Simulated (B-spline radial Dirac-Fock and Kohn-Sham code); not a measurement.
Total conversion coefficients at 1000 keV, Ne to Br

Method: a Dirac-Hartree-Slater potential of the neutral atom with a Latter tail (no hole, which puts coefficients of high multipoles low close above an edge), finite nucleus with surface currents. Computed with a radial finite-basis atomic code. Subshells within 1 keV of threshold and pair formation are left out.

```tsv
Z	element	E2	E3	E5	M3	M4
10	Ne	1.22e-05	2.57e-05	0.000108	3.42e-05	6.94e-05
12	Mg	2.09e-05	4.41e-05	0.000184	6.08e-05	0.000123
13	Al	2.65e-05	5.59e-05	0.000232	7.83e-05	0.000159
14	Si	3.29e-05	6.94e-05	0.000288	9.90e-05	0.000201
15	P	4.03e-05	8.49e-05	0.000351	0.000123	0.000250
16	S	4.86e-05	0.000102	0.000422	0.000151	0.000308
17	Cl	5.80e-05	0.000122	0.000502	0.000184	0.000374
18	Ar	6.84e-05	0.000144	0.000591	0.000221	0.000449
19	K	8.01e-05	0.000168	0.000689	0.000263	0.000535
20	Ca	9.29e-05	0.000195	0.000797	0.000311	0.000632
21	Sc	0.000107	0.000224	0.000915	0.000364	0.000741
22	Ti	0.000122	0.000256	0.00104	0.000424	0.000862
23	V	0.000139	0.000291	0.00118	0.000491	0.000998
24	Cr	0.000157	0.000328	0.00133	0.000565	0.00115
25	Mn	0.000176	0.000369	0.00149	0.000647	0.00132
26	Fe	0.000197	0.000412	0.00166	0.000738	0.00150
27	Co	0.000219	0.000459	0.00185	0.000838	0.00170
28	Ni	0.000243	0.000509	0.00205	0.000948	0.00193
29	Cu	0.000269	0.000562	0.00225	0.00107	0.00217
30	Zn	0.000296	0.000619	0.00248	0.00120	0.00244
31	Ga	0.000325	0.000679	0.00272	0.00134	0.00273
32	Ge	0.000356	0.000743	0.00297	0.00150	0.00305
33	As	0.000389	0.000811	0.00324	0.00167	0.00339
34	Se	0.000423	0.000883	0.00352	0.00186	0.00377
35	Br	0.000460	0.000959	0.00382	0.00206	0.00418
```
